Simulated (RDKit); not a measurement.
Job for RDKit: UFF on CH5BO2 (SMILES CB(O)O), a point of a torsion scan.

```python
from rdkit import Chem
from rdkit.Chem import AllChem, rdDetermineBonds

blocks = [
'''9

C    -0.31769988   -0.91955383   -1.03880733
B     0.58014078    0.00116444   -0.09321536
O     1.21469989    1.07887444   -0.61390088
O     0.58400561   -0.13417553    1.26307543
H    -0.35783149   -1.96068537   -0.72663807
H     0.00947830   -0.88858056   -2.07286666
H    -1.33426360   -0.53191917   -1.01110007
H     1.22681792    1.85344906   -0.05456213
H     0.12112142   -0.89158682    1.61625610
''',
]
mol = None
for b in blocks:
    f = Chem.MolFromXYZBlock(b)
    rdDetermineBonds.DetermineBonds(f, charge=0)
    mol = f if mol is None else Chem.CombineMols(mol, f)
Chem.SanitizeMol(mol)
print(Chem.MolToSmiles(Chem.RemoveHs(mol)))
ff = AllChem.UFFGetMoleculeForceField(mol, vdwThresh=100.0, ignoreInterfragInteractions=False)
e = ff.CalcEnergy()
print(f'UFF energy {e:.6f} kcal/mol')
```

It printed:

```
CB(O)O
UFF energy 35.055685 kcal/mol
```

The run finished.

Cost: around 0.03 core-seconds (rough).
